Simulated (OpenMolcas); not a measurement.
Zr3+ (d1) among equal point charges was computed by CASSCF with the d shell active (OpenMolcas, ANO-RCC-VDZP on the metal). Its lowest spin-free states, and all those of the highest spin:

| 2S+1 | Degeneracy | E (cm-1) |
| --- | --- | --- |
| 2 | 2 | 0.0 |
| 2 | 1 | 793.4 |
| 2 | 1 | 8623 |
| 2 | 1 | 10778 |

Is the site octahedral, tetrahedral or cube-like, axial, or of lower symmetry?

The states with 2S+1 = 2 have orbital degeneracies 2, 1, 1, 1. There are pairs but no triples, so the site is axial: not cubic, but with a proper or improper axis of order three or more. The run had Zr3+ among 6 point charges of -0.8 e arranged as a tetragonal octahedron (D4h), 1.99 Å from the ion, with the axial distance 2.090 Å.

An orbital doublet at a regular site is open to a Jahn-Teller distortion, which this geometry leaves out. This is an electrostatic model: the charges have no orbitals. No measured value stands beside these numbers.
